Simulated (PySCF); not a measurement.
Computed with r2SCAN-D4/def2-TZVP in PySCF 2.14.0. Isolated molecules, 0 K electronic values unless said otherwise. One relaxed conformer stands for a flexible species; it need not be the lowest. Excitations are Tamm–Dancoff values on a coarser integration grid. The basis has no diffuse functions, so Rydberg states are missing or too high.

Reference species (SMILES): `C(=S)(O)C` (S–C–O–H torsion 0°) (neutral, multiplicity 1).

```
Quantity                 Result
----------------------  -------
T1 excitation (TDA)     3.18 eV
S1 oscillator strength    0.000
S1 excitation (TDA)     3.64 eV
S1–T1 gap (TDA)         0.46 eV
```

Changed species: `O(C)C=S` (C–O–C–S torsion 0°).

**Question.** Give the shifts of the T1 excitation (TDA), S1 oscillator strength, S1 excitation (TDA) and S1–T1 gap (TDA).

**Answer.** the T1 excitation (TDA) falls by 0.06 eV, to 3.12 eV; the S1 oscillator strength stays essentially unchanged; the S1 excitation (TDA) decreases by 0.02 eV, to 3.62 eV; the S1–T1 gap (TDA) rises by 0.04 eV, to 0.50 eV.
